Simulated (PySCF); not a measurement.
# Radial density of Tc²⁺ (technetium, charge +2)

UHF, [Kr] 4d5, high-spin 6S determinant. Computed with PySCF 2.14 in def2-TZVP with the def2 core potential (28 electrons) (6s4p3d1f, 40 functions), with a scalar-relativistic core potential. This is the valence pseudo-density: the core potential removes the inner electrons and smooths the orbitals near the nucleus.

```tsv
r (bohr)	4πr²ρ (e/bohr)	4πr²(ρα − ρβ)
0.0695	4.359e-05	0.0000
0.117	0.0002907	0.0000
0.197	0.003327	0.0009
0.331	0.08091	0.0199
0.557	2.271	0.3729
0.936	11.95	2.6435
1.57	6.585	3.1871
2.65	0.7913	0.6915
4.45	0.01898	0.0189
7.49	1.444e-05	0.0000
```

Energies and moments cover only the electrons outside the core potential.
